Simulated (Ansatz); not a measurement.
Relaxation of FH3OSi2 (7 atoms, charge 0, multiplicity 1), to a largest force component of 0.02 eV/Å in at most 50 steps.

Theory: RKS PBE-D4/6-31G* in Ansatz.

```xyz
7
Properties=species:S:1:pos:R:3:forces:R:3
O -1.584 1.292 -1.493 -2.06 0.21 -1.78
Si -0.446 1.175 -0.511 1.21 -0.21 1.06
Si 0.224 -0.867 0.288 0.81 -0.36 0.72
F 1.464 -0.615 1.298 0.57 0.44 0.43
H 0.289 2.346 -0.015 0.47 0.61 0.33
H 0.797 -1.773 -0.704 -0.11 -0.40 -0.85
H -0.745 -1.558 1.137 -0.89 -0.29 0.09
```

Q: Where does it end, and by what steps?

A: It converged. After 5 steps the energy has fallen by 0.246 eV; F4 moved furthest, 0.12 Å.

```
step  energy less start (eV)  largest force component (eV/Å)  accepted
   0                  0.0000                           2.059       yes
   1                 -0.2199                           0.925       yes
   2                 -0.2406                           0.140       yes
   3                 -0.2447                           0.057       yes
   4                 -0.2456                           0.020       yes
   5                 -0.2458                           0.014       yes
```

```xyz
7
Properties=species:S:1:pos:R:3
O -1.620 1.232 -1.514
Si -0.437 1.183 -0.505
Si 0.304 -0.888 0.357
F 1.553 -0.648 1.378
H 0.286 2.426 -0.029
H 0.743 -1.762 -0.780
H -0.828 -1.543 1.092
```

Whether the end is a true minimum wasn't checked by a vibrational analysis.

The run took 8.4 s on 1 thread of Intel(R) Xeon(R) 6975P-C (Granite Rapids), with other jobs on the host, peak memory 0.17 GiB.
